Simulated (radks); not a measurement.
The numbers below are computed, except where a source is named.
Ionisation of the chromium ion Cr+, [Ar] 3d5, to Cr2+, [Ar] 3d4, under several functionals. Non-relativistic Kohn-Sham, spin-unpolarised, spherical densities, point nucleus; a radial shooting solver on a logarithmic mesh with Libxc functionals. Known Delta-SCF values: XLYP 16.235 eV; LDA (Slater exchange, Perdew-Wang correlation) 16.443 eV. What does exchange-only r2SCAN give, and what is its highest occupied eigenvalue?

Answer. 14.833 eV by Delta-SCF; the 3d eigenvalue is -8.739 eV. NIST: 16.486 eV (measured).

Beside tabulated values, note that spin-unpolarised runs miss the spin-polarisation part of the exchange energy of open shells.
